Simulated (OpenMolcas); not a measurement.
## Mo4+: ligand-field states by method

Mo4+ with 6 ligands (chloride) in trigonal antiprismatic coordination (D3d) at 2.34 Å, a polar angle of 60.2° against the regular 54.74°. A charge of +0.333 e stands 2.8 Å behind each ligand. Ligand basis ANO-RCC-VDZP.
```
Mo    0.0000    0.0000    0.0000
Cl    0.0000    2.0308    1.1626
Cl   -1.7587   -1.0154    1.1626
Cl    1.7587   -1.0154    1.1626
Cl    0.0000   -2.0308   -1.1626
Cl    1.7587    1.0154   -1.1626
Cl   -1.7587    1.0154   -1.1626
```

```
Program             : OpenMolcas
Basis               : ANO-RCC-VTZP [7s6p4d2f1g]
Scalar Hamiltonian  : DKH2, point nucleus
Active space        : 2 electrons in 5 orbitals (4d)
State averaging     : 2S+1 = 3 even, 10 roots; 2S+1 = 1 even, 15 roots
Spin-orbit coupling : RASSI with atomic mean-field integrals over the reference wave functions
```

I. CASSCF
II. SS-CASPT2, IPEA 0.25 Eh, imaginary shift 0.1 Eh (closed shells correlated: 4s 4p and the ligand valence shells)

Spin-free states (labels of D3, the rotations of D3d) in cm-1, each column counted from its own energy of the first state listed:

```json
{"State": "3A2", "Degeneracy": "1", "I": "0", "II": "0"}
{"State": "3E", "Degeneracy": "2", "I": "235", "II": "-160"}
{"State": "1E", "Degeneracy": "2", "I": "9141", "II": "5270"}
{"State": "1A1", "Degeneracy": "1", "I": "9529", "II": "5900"}
{"State": "1E", "Degeneracy": "2", "I": "10027", "II": "6090"}
{"State": "1A1", "Degeneracy": "1", "I": "21604", "II": "14780"}
{"State": "3E", "Degeneracy": "2", "I": "23997", "II": "25510"}
{"State": "3A1", "Degeneracy": "1", "I": "24696", "II": "25700"}
{"State": "3E", "Degeneracy": "2", "I": "31413", "II": "30230"}
{"State": "3A2", "Degeneracy": "1", "I": "32647", "II": "31380"}
{"State": "1E", "Degeneracy": "2", "I": "32916", "II": "30890"}
{"State": "1A1", "Degeneracy": "1", "I": "33347", "II": "30580"}
{"State": "1E", "Degeneracy": "2", "I": "35792", "II": "32380"}
{"State": "1A2", "Degeneracy": "1", "I": "36062", "II": "32590"}
{"State": "3A2", "Degeneracy": "1", "I": "50431", "II": "54550"}
{"State": "1E", "Degeneracy": "2", "I": "59087", "II": "58850"}
{"State": "1A1", "Degeneracy": "1", "I": "69104", "II": "65660"}
```

II puts a state of multiplicity 3 lowest, 160 cm-1 below that state.

From I to II, I's first state of another spin (1E) moves from 9141 to 5270 cm-1, by about -3900 cm-1.

χT at 300 K: I 0.41, II 0.42 cm3 K/mol.

Roots that are degenerate in the reference are averaged as groups; the widest CASPT2 spread within a group is 250 cm-1 (the 2-fold group of multiplicity 3 near 0 cm-1 above the lowest state of its run, II). Shifts and gaps below about the spread of the groups concerned are not significant. Over all roots computed the reference weight is 0.63 to 0.64 in II; a low but even weight reflects the number of correlated electrons. The least metal-like active orbital is 69 % on the metal (Löwdin) and no ligand orbital is active, so the numbers are rough. Ligand-to-metal charge-transfer states are missing. With no ligand orbital active B as a rule stays too high, so bands that hang on it stand too high and its fall with covalency is understated. Spin-orbit coupling mixes the spin-free states strongly: the lowest level takes only 69 % from its leading state, 3A2 (figures for I; the like holds for II). Without dynamic correlation the repulsion within the d shell is too large (B by tens of per cent), so at a given field states of lower spin stand too high (holds for I). With metal d orbitals alone the field can be off either way by tens of per cent (holds for I). An orbital doublet at a regular site is open to a Jahn-Teller distortion, which this geometry leaves out (holds for II). With one d shell and no ligand orbital active, 10Dq can be off by a tenth or more (holds for II). The distance lies 3 % under the 2.41 Å that this model takes as the normal distance (a Shannon-type radius plus a fixed donor radius); by an R⁻⁵ law this alone changes a d-shell field by about +16 %. No measured value stands beside these numbers; the geometry is a model, was not optimised and need not be the one that this ion takes.
